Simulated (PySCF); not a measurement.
CH7ClFNSi2. Atoms are numbered in the order given.

```xyz
13

C      1.7481    -0.6976    -0.7840
Si     0.4639     0.3068     0.0821
F      0.5580     1.8265    -0.4839
Cl     0.8655     0.4561     2.1008
N     -1.1295    -0.3073    -0.0637
Si    -1.9119    -1.0969    -1.4112
H      1.7593    -1.7291    -0.4029
H      2.7409    -0.2532    -0.6200
H      1.5613    -0.7259    -1.8682
H     -1.7270    -0.0959     0.7330
H     -0.8895    -1.2493    -2.4861
H     -2.4282    -2.4457    -1.0265
H     -3.0613    -0.2961    -1.9313
```
Charge 0, spin multiplicity 1.

Geometry optimised at PBE0-D3(BJ)/def2-SVP. The structure was generated by enumeration; whether it is a known compound was not checked. The values are those of a single conformer.

Level of theory: ωB97X/def2-TZVP (PySCF).

Isolated molecule, no solvent.

Computed frontier levels, gap, dipole moment and polarisability:
```json
{
  "highest_occupied_level": "-10.52 eV",
  "lowest_empty_level": "2.02 eV",
  "orbital_gap": "12.54 eV",
  "dipole_moment": "2.00 D",
  "quadrupole, principal values (traceless, Buckingham form, about the centre of nuclear charge)": "-5.89, -2.75, 8.64 D·Å",
  "mean_static_polarisability": "77.4 bohr³ (11.47 Å³)",
  "polarisability_principal_values": "67.2, 75.4, 89.5 bohr³"
}
```
